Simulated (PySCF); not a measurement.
# What a mistake does to a calculation on BCGeH7N

Calculated results; nothing here was measured. The program is PySCF 2.14.0, an open-source quantum chemistry code, run on an isolated molecule that a program drew, which may never have been made. The molecule is BCGeH7N (charge 0, doublet), drawn as the SMILES string `CN[B][GeH3]`.

Each row is a Hartree-Fock (HF) and frozen-core CCSD(T) single point in the cc-pVDZ basis, meant for a local HF minimum. Run 1 is clean. Each other run has one planted mistake out of seven kinds, and not every kind appears here: one electron removed, one electron added, multiplicity raised by two, geometry at a saddle point, minimal basis STO-3G, one bond length entered in bohr, all coordinates scaled. The reference is restricted for singlets and unrestricted otherwise, and also for a bond in bohr. Adding or removing an electron swaps singlet and doublet. Electrons count all cores. HOMO and LUMO are orbital energies over both spins, the gradient is its largest component, and the lowest frequency (negative if imaginary) is given only where the gradient is small. Bond lengths are over the 10 bonds as drawn. T1 is the CCSD diagnostic: over 0.02 (restricted) or 0.045 (unrestricted) a single reference is doubtful. Germanium has the cc-pVDZ-PP basis, with a core potential (ECP10MDF) in place of its 10 inner electrons, and its 3s, 3p and 3d shells are frozen in CCSD(T).

Geometry of the clean run:
```xyz
11
BCGeH7N, angstrom
C    -1.5821   -0.7079    0.2820
N    -0.5469   -0.0374   -0.4865
B    -0.1817    1.2897   -0.4846
Ge   -0.8764    2.9439    0.5623
H    -1.1549   -1.4876    0.9165
H    -2.0920    0.0108    0.9188
H    -2.3212   -1.1689   -0.3768
H    -0.0445   -0.6560   -1.0948
H    -1.3310    4.0253   -0.4284
H     0.2655    3.5345    1.4021
H    -2.0569    2.6841    1.5219
```

| run | electrons | basis functions | <S^2> | HOMO (eV) | LUMO (eV) | gradient (hartree/bohr) | lowest frequency (cm^-1) | mean bond (Å) | longest bond (Å) | T1 | HF (hartree) | CCSD(T) (hartree) | mistake |
|---|---|---|---|---|---|---|---|---|---|---|---|---|---|
| 1 | 57 | 100 | 0.762 | -8.03 | 3.03 | 3.4e-05 | 63 | 1.3796 | 2.077 | 0.0148 | -414.42741 | -414.97697 | no fault |
| 2 | 57 | 100 | 3.776 | -5.62 | -0.12 | 1.7e-01 | - | 1.3796 | 2.077 | 0.0168 | -414.25646 | -414.77166 | multiplicity raised by two |
| 3 | 57 | 100 | 0.763 | -8.18 | 2.77 | 3.1e-02 | - | 1.4416 | 2.171 | 0.0163 | -414.40882 | -414.96739 | all coordinates scaled |
| 4 | 58 | 100 | 0.000 | 0.60 | 8.76 | 4.2e-02 | - | 1.3796 | 2.077 | 0.0151 | -414.35470 | -414.93994 | ? |

**Which mistake was planted in run 4, and what did it cost?**

It counts 58 electrons, one more than the clean run, at the same geometry and basis. So the mistake is: one electron added. Subtracting run 1 and multiplying by 627.51 kcal/mol a hartree, the energy moved by 45.6 kcal/mol in HF and 23.2 kcal/mol in CCSD(T).

Cautions from the logs. Run 4: the HOMO is above zero, so the electron isn't bound and the energy depends on the basis.
